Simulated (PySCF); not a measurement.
ClH5OSi2, SMILES [Si@H](Cl)(O)[SiH3]. Geometry optimised at B3LYP-D3(BJ)/def2-SVP. The structure was generated by enumeration; whether it is a known compound was not checked. Other conformers were not sampled.

Computed equilibrium geometry at B3LYP-D3(BJ)/def2-SVP (PySCF confirms it by a frequency run) as bond lengths and angles (one conformer of several):
Atoms: O1 Si2 Si3 Cl4 H5 H6 H7 H8 H9. Bond lengths (Å): O1–Si2 1.663, O1–H5 0.966, Si2–Si3 2.338, Si2–Cl4 2.094, Si2–H6 1.491, Si3–H7 1.490, Si3–H8 1.492, Si3–H9 1.492. Bond angles (°): Si2–O1–H5 117.8, O1–Si2–Si3 107.1, O1–Si2–Cl4 110.7, O1–Si2–H6 111.1, Si3–Si2–Cl4 107.5, Si3–Si2–H6 114.9, Cl4–Si2–H6 105.5, Si2–Si3–H7 108.9, Si2–Si3–H8 108.8, Si2–Si3–H9 110.9, H7–Si3–H8 109.4, H7–Si3–H9 109.7, H8–Si3–H9 109.1.
